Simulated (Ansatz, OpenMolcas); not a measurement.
**How basis sets differ on GeCl2 (germanium dichloride)**

GeCl2, singlet, SMILES `Cl[Ge]Cl`. Each level relaxes the structure for itself.

Quantity: the zero-point energy at each level's own minimum, in kJ/mol. The values are calculated.

| level | kind | program | value (kJ/mol) |
| --- | --- | --- | --- |
| HF/STO-3G | Hartree–Fock | Ansatz | 6.8 |
| HF/3-21G | Hartree–Fock | Ansatz | 5.4 |
| HF/6-31G* (Cartesian functions) | Hartree–Fock | OpenMolcas | 5.8 |
| HF/cc-pVTZ | Hartree–Fock | OpenMolcas | 5.9 |

All-electron rows without a relativistic Hamiltonian named are non-relativistic. Harmonic and unscaled. The values span 5.4 to 6.8 kJ/mol.
